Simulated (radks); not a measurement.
Valence configurations of neutral fluorine (all share [He]). Method: non-relativistic Kohn-Sham, PBEsol, spin-polarised, spherical densities, point nucleus; open shells are filled with parallel spins first; computed with a radial shooting solver on a logarithmic mesh with Libxc functionals. Energies are relative to 2s2 2p5; eigenvalues in eV for spin up.

valence      E (eV)  moment (Bohr magnetons)    e(2p)    e(2s)
2s2 2p5       0.000                        1  -11.810  -30.406
2s1.5 2p5.5   9.265                        1  -12.074  -30.756
2s1 2p6      18.512                        1  -12.336  -31.103

NIST lists [He] 2s2 2p5 as the ground configuration; this level of theory agrees among the configurations tried. The energies are those of spherical high-spin densities, not of single terms.
